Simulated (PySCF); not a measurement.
Electron correlation in Cu (copper, neutral)

[Ar] 3d10 4s1, 2S determinant. Calculation: PySCF 2.14, in aug-cc-pVDZ-DK; the spin-free X2C one-electron Hamiltonian (Gaussian nucleus). Frozen: [Ar]; 11 electrons correlated.

MP2 pair energies summed by pair of shells (mhartree):

```tsv
pair	energy	share (%)
3d-3d	-437.57	94.4
3d-4s	-25.87	5.6
```

Total MP2 correlation energy: -463.44 mhartree.

Same-spin part -175.36 and opposite-spin part -288.08 mhartree; SCS-MP2 scales them by 1/3 and 6/5 to -404.14 mhartree.
